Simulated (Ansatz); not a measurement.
Job for Ansatz (an electronic-structure program): U-BHLYP/def2-TZVPP on SeO+, 2S+1 = 2, a spin state set in the input, which need not be the lowest, a point of a bond scan (R = 1.576 Å). Charge +1.

Ansatz 0.2 input:
```yaml
crystal:
  periodic: [false, false, false]
  atoms:
    - {symbol: O, position_ang: [0.00000000, 0.00000000, 0.00000000]}
    - {symbol: Se, position_ang: [0.00000000, 0.00000000, 1.57569200]}
basis:
  gaussian:
    orbitals: def2-TZVPP
    pivot_positions_ang: [[0.00000000, 0.00000000, 0.00000000], [0.00000000, 0.00000000, 1.57569200]]
hamiltonian:
  xc: {name: BHLYP}
total_charge: 1
magnetization: {spin_polarized: true, initial_magnetization: 1}
output: {forces: true, orbitals: {seedname: ./end}}
```

Give the final energy of this run.

-2476.3216 hartree.

How many basis functions does it have, and what does it roughly cost on one machine?

79 functions; roughly 7 core-seconds.
